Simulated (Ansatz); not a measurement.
Start from `C=C[Si](N)(N)Cl` and change one atom or group to get `N[Si](N)([SiH3])Cl`.

Ansatz, PBE0-D4/def2-TZVP geometries, multiplicity 1. Each molecule was computed in one conformer, which needn't be the lowest.

| property | `C=C[Si](N)(N)Cl` |
| --- | --- |
| HOMO energy (PBE/def2-TZVPP) / eV | -6.07 |
| HOMO energy (PBE0/def2-TZVPP) / eV | -7.47 |
| HOMO–LUMO gap (PBE/def2-TZVPP) / eV | 4.67 |
| LUMO energy (PBE0/def2-TZVPP) / eV | -0.41 |
| LUMO energy (PBE/def2-TZVPP) / eV | -1.40 |
| size of the dipole moment (B3LYP/def2-TZVPP) / D | 1.95 |

Task: What does the change do to each property? (An estimate is asked.)

Result: The calculation gave: 
```
                                        property  `N[Si](N)([SiH3])Cl`  shift
               HOMO energy (PBE/def2-TZVPP) / eV                 -6.06   0.01
              HOMO energy (PBE0/def2-TZVPP) / eV                 -7.33   0.14
             HOMO–LUMO gap (PBE/def2-TZVPP) / eV                  5.48   0.81
              LUMO energy (PBE0/def2-TZVPP) / eV                  0.25   0.66
               LUMO energy (PBE/def2-TZVPP) / eV                 -0.58   0.82
size of the dipole moment (B3LYP/def2-TZVPP) / D                  2.09   0.14
```

With PBE0 the HOMO rises by 0.14 eV and the LUMO rises by 0.66 eV, so the gap widens by about 0.52 eV. PBE moves the HOMO by 0.01 eV and ωB97M-V by 0.33 eV. Dipoles are sizes alone; their direction can turn.

B3LYP here is the variant with VWN-RPA as its local correlation; programs differ in this.
